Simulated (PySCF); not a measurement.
Ge(F)(NH2) (FGeH2N), SMILES [F][Ge][NH2] (connectivity only; charge and spin as stated), neutral, multiplicity 1.

Geometry optimised at PBE0-D3(BJ)/def2-TZVP. One conformer was computed; it need not be the lowest.

Vertical ionisation energy (IE) and electron affinity (EA) in eV. Rows of orbital energies are one-electron estimates. Where ΔSCF, EOM or ADC give a negative EA the extra electron is unbound and the value depends on the basis.

```json
[
 {"level": "−ε(HOMO), −ε(LUMO), B3LYP/def2-TZVPD (PySCF)", "IE": "7.66", "EA": "1.84"},
 {"level": "ADC(2)/aug-cc-pVDZ (PySCF)", "IE": "9.69", "EA": "-0.31"}
]
```

**Question.** Beyond the first one, list the lowest photoelectron lines from ADC(2)/aug-cc-pVDZ (PySCF 2.14.0) with their pole strengths (two spins summed). (Estimate from the structure and the level; the computed values follow.)

**Answer.** 12.09 eV (1.71), 12.45 eV (1.70), 13.46 eV (1.72), 16.06 eV (1.72).
